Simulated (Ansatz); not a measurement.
A run for Ansatz (a first-principles code): R-PBE/def2-TZVPP on Al2H6.

Ansatz 0.2 input:
```yaml
crystal:
  periodic: [false, false, false]
  atoms:
    - {symbol: Al, position_ang: [0.87300001, 0.94501142, -0.20970542]}
    - {symbol: Al, position_ang: [-0.87296414, -0.94506461, 0.20979336]}
    - {symbol: H, position_ang: [0.60110787, -0.70438770, -0.67227408]}
    - {symbol: H, position_ang: [-0.60134304, 0.70447658, 0.67193279]}
    - {symbol: H, position_ang: [0.59526283, 1.88107124, -1.44057833]}
    - {symbol: H, position_ang: [2.07614334, 1.00956863, 0.79849897]}
    - {symbol: H, position_ang: [-0.59493007, -1.88085887, 1.44072879]}
    - {symbol: H, position_ang: [-2.07627682, -1.00991670, -0.79829607]}
basis:
  gaussian:
    orbitals: def2-TZVPP
hamiltonian:
  xc: {name: PBE}
scf: {lower_state_search: off}
```

Problem. Predict the final total energy.

Solution. -488.1631 hartree.
